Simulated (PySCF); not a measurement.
P²⁺: ionisation energy

P²⁺ [Ne] 3s2 3p1 (2P) → P³⁺ [Ne] 3s2 (1S), as a difference of total energies. All numbers are calculated (PySCF 2.14, the non-relativistic Hamiltonian (point nucleus), in dyall-av2z (13s9p2d, 50 functions)). Correlated levels: valence: [Ne] frozen; virtual orbitals above 40 to 60 times the deepest correlated orbital energy dropped. The calculations carry no spin-orbit coupling.

```
           method  ionisation energy (eV)
              UHF                  29.503
    MP2 (valence)                  29.697
SCS-MP2 (valence)                  29.677
   CCSD (valence)                  29.797
CCSD(T) (valence)                  29.815
  CCSDT (valence)                  29.823
    FCI (valence)                  29.823
```

Q: How much does correlation contribute at CCSD(T) (valence)?

A: 29.815 − (29.503) = 0.312 eV, measured against UHF.

A first-order spin-orbit estimate (lowest level to lowest level, LS coupling) adds 0.040 eV.

Errors of the correlated levels include the incompleteness of this basis and the frozen core.

For comparison: 30.203 eV (measured; NIST Atomic Spectra Database, ionization energies).
